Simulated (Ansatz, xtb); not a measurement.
**C5H3Cl2N: which of two isomers lies lower**

Structure X: `N#CC1=C(Cl)[C@H](Cl)C1`, a singlet. Structure Y: `C=CC(C#N)=C(Cl)Cl`, a singlet. Both are isolated molecules in the gas phase, relaxed with B3LYP/def2-SVP; the shapes shown needn't be the lowest conformers.

X (Å):

```xyz
11

C    -3.2512    1.4024   -0.9077
C    -2.0610    0.8558   -0.3676
C    -1.2132    1.2317    0.6185
C    -0.3497    0.0026    0.5210
C    -1.2731   -0.4168   -0.6712
Cl   -1.1234    2.5735    1.6636
Cl    1.3833    0.2780    0.1428
N    -4.2301    1.8299   -1.3659
H    -0.3912   -0.6630    1.3946
H    -1.8157   -1.3648   -0.5319
H    -0.7520   -0.4155   -1.6389
```

Y (Å):

```yaml
atoms:
  - { symbol: C, position_ang: [-2.1452, 2.0496, -0.9485] }
  - { symbol: C, position_ang: [-1.4528, 1.4255, 0.0170] }
  - { symbol: C, position_ang: [-1.1872, -0.0191, 0.0540] }
  - { symbol: C, position_ang: [-1.7050, -0.8215, -1.0189] }
  - { symbol: C, position_ang: [-0.4801, -0.6346, 1.0460] }
  - { symbol: Cl, position_ang: [0.1901, 0.2276, 2.3851] }
  - { symbol: Cl, position_ang: [-0.1831, -2.3323, 1.0639] }
  - { symbol: N, position_ang: [-2.1505, -1.4111, -1.9141] }
  - { symbol: H, position_ang: [-2.5722, 1.5113, -1.7992] }
  - { symbol: H, position_ang: [-2.3017, 3.1297, -0.9069] }
  - { symbol: H, position_ang: [-1.0412, 1.9968, 0.8514] }
```

Quicker runs give these differences E(Y) − E(X): GFN2-xTB +4.0 kcal/mol; HF/STO-3G +22.8 kcal/mol (at GFN2-xTB geometries); r2SCAN-D4/def2-SVP −1.5 kcal/mol (at GFN2-xTB geometries).

Question: Estimate E(Y) − E(X) at the level CCSD(T)/def2-SVP + ΔMP2/def2-TZVPP.

Answer: Calculated at CCSD(T)/def2-SVP + ΔMP2/def2-TZVPP: E(Y) − E(X) = −3.3 kcal/mol, so structure Y lies lower.

Level by level:

| level | geometry | E(Y) − E(X) (kcal/mol) | departure from the last row (kcal/mol) | job, with rough time for the two |
| --- | --- | --- | --- | --- |
| GFN2-xTB | GFN2-xTB | +4.0 | +7.3 | optimisation, 0.13 s |
| HF/STO-3G | GFN2-xTB | +22.8 | +26.1 | single point, 0.32 s |
| r2SCAN-D4/def2-SVP | GFN2-xTB | −1.5 | +1.8 | single point, 3.2 s |
| B3LYP/def2-SVP | B3LYP/def2-SVP | −3.2 | +0.1 | optimisation, 27 s |
| HF/def2-SVP | B3LYP/def2-SVP | −1.1 | +2.1 | part of the CCSD(T) run |
| MP2/def2-SVP | B3LYP/def2-SVP | −0.9 | +2.4 | part of the CCSD(T) run |
| CCSD(T)/def2-SVP | B3LYP/def2-SVP | −2.9 | +0.4 | single point |
| CCSD(T)/def2-SVP + ΔMP2/def2-TZVPP | B3LYP/def2-SVP | −3.3 |  | single point, 50 s |

As drawn, Y has 1 C=C in place of 2 C–C. Structure X has a 4-membered ring, Y no ring.

GFN2-xTB, HF/STO-3G put the two in the other order. The largest departure from CCSD(T)/def2-SVP + ΔMP2/def2-TZVPP is that of HF/STO-3G, 26.1 kcal/mol. The last row adds to CCSD(T) the change of the MP2 difference between the two basis sets, here −0.4 kcal/mol.

With thermal terms from frequencies at re-optimised GFN2-xTB minima (ideal gas, soft modes damped towards free rotors, one conformer each, 298.15 K, 1 atm): on the last row, ΔE + ΔZPE = −4.6, ΔH = −4.1, ΔG = −5.1 kcal/mol.

The correlated steps freeze 16 core orbitals. Mirror images aren't counted in ΔG. Codes used: Ansatz 0.2.0, xtb 6.7.1; the last row on 4 threads of Arm Neoverse V2 on a shared host.
